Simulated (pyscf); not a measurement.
**H₃C–O–ZnH (SMILES C[O][ZnH]), singlet**

Gas-phase minimum from PySCF at ωB97X-D3(BJ)/def2-SVP, one conformer. 

SMILES: C[O][ZnH]
```xyz
7

C      0.6385    -0.4397    -0.1777
O     -0.3338     0.5479    -0.3046
Zn    -0.7687     1.8461     0.8181
H      0.6426    -1.0840    -1.0778
H      0.4710    -1.1119     0.6909
H      1.6674    -0.0331    -0.0757
H     -1.2247     2.9938     1.7016
```

Bonded distances (Å): C1–O2 1.392, C1–H4 1.107, C1–H5 1.111, C1–H6 1.111, O2–Zn3 1.771, Zn3–H7 1.519. Angles (°): O2–C1–H4 110.0, O2–C1–H5 113.3, O2–C1–H6 113.3, H4–C1–H5 106.5, H4–C1–H6 106.5, H5–C1–H6 106.8, C1–O2–Zn3 129.4, O2–Zn3–H7 175.5.

Properties at ωB97X-D3(BJ)/def2-SVP:

```json
{
  "harmonic_wavenumbers_unscaled": "95, 163, 462, 475, 604, 1181, 1188, 1227, 1486, 1490, 1495, 1948, 2972, 3028, 3074 cm⁻¹",
  "zero_point_energy": "29.9 kcal/mol",
  "rotational_symmetry_number": "1",
  "Entropy of this conformer at 298 K and 1 atm, rigid rotor and harmonic oscillator, modes under 100 cm⁻¹ raised to 100": "297.6 J/(mol K)",
  "dipole_moment": "1.19 D"
}
```

Single-point totals, which compare only within one level (frozen core for MP2 and CC):

| level | total energy (hartree) |
|---|---|
| ωB97X-D3(BJ)/def2-TZVP | -1895.16456 |
| PBE/def2-TZVP | -1894.76067 |
| r²SCAN/def2-TZVP | -1895.08814 |
| B3LYP-D3(BJ)/def2-TZVP | -1895.22937 |
| PBE0-D3(BJ)/def2-TZVP | -1894.78574 |
| M06-2X/def2-TZVP | -1895.08447 |
| ωB97M-D3(BJ)/def2-TZVP | -1895.21899 |
| HF/def2-TZVPP | -1892.89267 |
| MP2/def2-TZVPP | -1894.15503 |
| CCSD/def2-TZVPP | -1894.08981 |
| CCSD(T)/def2-TZVPP | -1894.12326 |

Soft torsions are taken as harmonic, which can shift the entropy by several J/(mol K). The CCSD(T) − MP2 part came from Ansatz, without density fitting, on the same reference. The frozen core leaves the outer d or s,p core shells of the metals and heavy elements correlated in the MP2 and CC values, and def2-TZVPP describes them poorly, so these totals are far from the basis limit. Elements up to Kr have no core potential and no relativistic terms here.
